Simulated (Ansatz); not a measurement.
Molecule: sum formula H3SiO3, charge 0, multiplicity 2. It need not be the lowest isomer of its formula. 
Coordinates optimised at B3LYP-D3(BJ)/def2-TZVP (Ansatz, an electronic-structure program):
SMILES: [Si](O)(O)O
```xyz
7

Si    -0.0585    -0.0377     0.3615
O     -0.8689     1.2701    -0.2270
O     -0.5742    -1.3722    -0.4551
O      1.5457     0.1681     0.0489
H     -0.6334     2.1348     0.1220
H     -1.5100    -1.5895    -0.4086
H      2.1425    -0.5458     0.2917
```
Charge 0, spin multiplicity 2.

Property: atomisation energy (electronic, to ground-state atoms), in kJ/mol. Valence correlation only, unless marked. Open shells are spin-unrestricted. No spin-orbit coupling. Non-relativistic. The coupled-cluster limit lacks core correlation, which all-electron functionals hold. Basis-set limits of correlation are two-point, X^-3; Hartree-Fock from the larger set (for Q and 5 zeta extrapolated as (X+1)exp(-9√X)). [CCSD(T)-MP2]/basis is that difference in the basis named.

| level | program | atomisation energy (kJ/mol) | minus last row |
|---|---|---|---|
| HF/6-31G | Ansatz | 1357.7 | -1383.9 |
| HF/aug-cc-pV(Q+d)Z | Ansatz | 1871.5 | -870.1 |
| HF/cc-pV(Q+d)Z | Ansatz | 1870.1 | -871.5 |
| HF/cc-pV(5+d)Z | Ansatz | 1872.2 | -869.4 |
| PBE0/def2-TZVPD | Ansatz | 2667.8 | -73.8 |
| MP2/CBS(aug-cc-pV(T+d)Z,aug-cc-pV(Q+d)Z) | Ansatz | 2846.9 | 105.3 |
| RI-MP2/cc-pV(T+d)Z | Ansatz | 2735.5 | -6.1 |
| RI-MP2/cc-pV(Q+d)Z | Ansatz | 2803.7 | 62.1 |
| RI-MP2/CBS(aug-cc-pV(T+d)Z,aug-cc-pV(Q+d)Z) | Ansatz | 2846.5 | 104.9 |
| SCS-MP2/cc-pV(D+d)Z | Ansatz | 2437.9 | -303.7 |
| SCS-MP2/def2-SVP | Ansatz | 2493.6 | -248.0 |
| SCS-MP2/def2-SVPD | Ansatz | 2580.8 | -160.8 |
| CCSD/aug-cc-pV(D+d)Z | Ansatz | 2459.5 | -282.1 |
| CCSD/cc-pV(T+d)Z | Ansatz | 2585.6 | -156.0 |
| CCSD/def2-QZVPP | Ansatz | 2649.4 | -92.2 |
| CCSD(T)/def2-SVPD | Ansatz | 2525.2 | -216.4 |
| CCSD(T)/aug-cc-pV(T+d)Z | Ansatz | 2665.1 | -76.5 |
| CCSD(T)/cc-pV(Q+d)Z | Ansatz | 2701.9 | -39.7 |
| RI-MP2/CBS(cc-pV(T+d)Z,cc-pV(Q+d)Z)+[CCSD(T)-MP2]/cc-pV(Q+d)Z | Ansatz | 2740.0 | -1.6 |
| RI-MP2/CBS(def2-TZVPP,def2-QZVPP)+[CCSD(T)-MP2]/def2-QZVPP | Ansatz | 2739.0 | -2.6 |
| CCSD(T)/CBS(cc-pV(Q+d)Z,cc-pV(5+d)Z) | Ansatz | 2741.6 | 0.0 |
